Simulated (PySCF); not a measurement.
Working out the ionisation energy of Br²⁺

Br²⁺ [Ar] 3d10 4s2 4p3 (4S) → Br³⁺ [Ar] 3d10 4s2 4p2 (3P). Computed with PySCF 2.14 in def2-SVP, with the non-relativistic Hamiltonian (point nucleus). Frozen: [Ar] 3d10. Energies in hartree (1 hartree = 27.21139 eV):

```tsv
part	Br²⁺ (lower)	Br³⁺ (upper)
UHF	-2570.938952	-2569.669063
CCSD correlation	-0.077716	-0.066395
(T)	-0.000795	-0.000656
```

What does Hartree-Fock give?

(-2569.669063) − (-2570.938952) = 1.269889 hartree = 34.555 eV.

What do CCSD and CCSD(T) give?

The CCSD correlation energies differ by 0.011321 hartree = 0.308 eV and the triples by 0.000139 hartree = 0.004 eV, so CCSD gives 34.863 eV and CCSD(T) 34.867 eV.

Reference: 34.871 ± 0.019 eV (measured; NIST Atomic Spectra Database, ionization energies), between the lowest levels; spin-orbit coupling is absent from the calculation.

The calculation is non-relativistic.

A double-zeta basis recovers only part of the correlation energy.

What remains against the reference includes basis incompleteness, the frozen core and higher excitations.
